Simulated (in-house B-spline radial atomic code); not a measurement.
# Ionising Eu23+ with different functionals

Computed with a B-spline radial code for spherical atoms: scalar-relativistic (spin-free X2C) Hamiltonian, Fermi nucleus of rms radius 5.1115 fm, spin-polarised at highest spin, spherical fractional occupations for the functionals, the average over the highest-spin determinants for Hartree-Fock. The ionisation energy is the difference of two self-consistent energies, [Kr] 4d4 → [Kr] 4d3, without Breit or QED terms; ε is the level of the shell that loses the electron (its least bound occupied spin orbital). There is no spin-orbit coupling in this Hamiltonian.

Hybrids are left out here: with spherical fractional occupations of an open shell their exact exchange keeps a self-interaction that integer-occupation calculations don't have.

| method | rung | ΔSCF (eV) | -ε(4d) (eV) |
| --- | --- | --- | --- |
| Hartree-Fock | Hartree-Fock | ? | ? |
| LDA exchange-only | LDA | 753.16 | 733.38 |
| RPBE | GGA | ? | ? |
| PBEsol | GGA | 755.35 | 735.57 |

(1) What does Hartree-Fock give?

(2) What does RPBE give?

(3) How do they compare with the NIST value?

Results:

(1) ΔSCF 754.92 eV, and -ε(4d) = 755.94 eV.

(2) ΔSCF 755.54 eV, and -ε(4d) = 735.77 eV.

(3) NIST lists 755 eV ± 4 (tabulated theory, ground level to ground level). Errors run from -1.84 to +0.54 eV; all lie within about twice that uncertainty, so the table can't rank the methods. Hartree-Fock also lacks correlation.
